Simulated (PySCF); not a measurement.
# Cs: ionisation energy

Cs [Xe] 6s1 (2S) → Cs⁺ [Xe] (1S), as a difference of total energies. Calculation: PySCF 2.14, in Sapporo-DKH3-DZP-2012 (8s6p3d, 41 functions); scalar relativity by spin-free X2C-1e. The calculations carry no spin-orbit coupling.

| method | ionisation energy (eV) |
| --- | --- |
| UHF | 3.478 |
| PBE0 | 3.887 |
| MN15 | 3.825 |

For comparison: 3.894 eV (measured; NIST Atomic Spectra Database, ionization energies).
